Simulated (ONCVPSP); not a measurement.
**osmium: variants of one ONCV potential**

Base potential:

- Element: Os
- Generator: ONCVPSP 4.0.1
- Type: optimised norm-conserving Vanderbilt (ONCV)
- Functional: PBE
- Relativity: fully relativistic
- Frozen core: [Kr] 4d10 4f14
- Valence charge: 16
- Reference configuration: 5s2 5p6 5d6 6s1 (charge +1)
- Partial waves: 5s+6s: rc 1.75 bohr, ncon 4, nbas 7, qcut 7.3 1/bohr, 2 projectors; 5p: rc 1.55 bohr, ncon 3, nbas 8, qcut 6.8 1/bohr, 1 projector; 5d: rc 2.45 bohr, ncon 4, nbas 8, qcut 7.8 1/bohr, 2 projectors, debl 2.9 Ha
- Local potential: polynomial inside 1.05 bohr (lpopt 5, dvloc0 1 Ha)
- Core correction: Teter function, fcfact 2, rcfact 1.45

Open shells are filled in proportion to 2j + 1.

Cutoffs, loose and tight: the cutoffs (Ha) at which the residual kinetic energy of the hardest occupied pseudo-wave falls to 1 and 0.1 mHa per electron. They do not see the model core or the augmentation charge, which bear on the density cutoff. Test errors are all-electron minus pseudo excitation energies from the reference, over the configurations 5s2 5p6 5d6 6s2; 5s2 5p6 5d6 6s0; 5s2 5p6 5d5 6s0; 5s2 5p5 5d6 6s2. A dash means not determined; rows that change the core or the reference have their own tests.

A true bound ghost makes a file unfit for plane-wave use even where its test errors are small: the radial tests pick states by their node count and pass the ghost by.

```tsv
change	outcome	cutoff, loose	cutoff, tight	bound ghosts	GHOST(+) flags above zero	largest test error (meV)
base	generated	18 Ha	23 Ha	none	s	-70
all radii but the core radius scaled by about 0.82 (s 1.44, p 1.26, d 2.00 bohr); local potential polynomial inside 0.86 bohr (lpopt 5, dvloc0 1 Ha)	generated	36 Ha	145 Ha	s, p3/2	p1/2	-25
all radii but the core radius scaled by about 0.88 (s 1.54, p 1.36, d 2.14 bohr); local potential polynomial inside 0.92 bohr (lpopt 5, dvloc0 1 Ha)	generated	22 Ha	114 Ha	s	p3/2	-33
all radii but the core radius scaled by about 1.06 (s 1.86, p 1.64, d 2.60 bohr); local potential polynomial inside 1.12 bohr (lpopt 5, dvloc0 1 Ha)	generated	17 Ha	21 Ha	d5/2	s	-91
all radii but the core radius scaled by about 1.14 (s 2.00, p 1.76, d 2.80 bohr); local potential polynomial inside 1.20 bohr (lpopt 5, dvloc0 1 Ha)	generated	16 Ha	20 Ha	none	none	-119
all radii but the core radius scaled by about 1.31 (s 2.30, p 2.04, d 3.22 bohr); local potential polynomial inside 1.38 bohr (lpopt 5, dvloc0 1 Ha)	generated	15 Ha	18 Ha	none	none	-144
```

Question: What comes out with this change to the base: all radii but the core radius scaled by about 1.20 (s 2.10, p 1.86, d 2.94 bohr); local potential polynomial inside 1.26 bohr (lpopt 5, dvloc0 1 Ha)?

Answer: outcome: generated; cutoff, loose: 16 Ha; cutoff, tight: 19 Ha; bound ghosts: none; GHOST(+) flags above zero: s, d5/2; largest test error (meV): -109.

Reading the sweep of the scale of all radii but the core radius (base = 1) (base included, trends over the rows without a ghost): The loose cutoff stays near 16 Ha. The median size of the test errors (rows with all tests solved) is not monotonic: lowest 2.4 meV at 1, highest 11.3 meV at 1.31. Bound ghosts are found at 0.82, 0.88, 1.06.
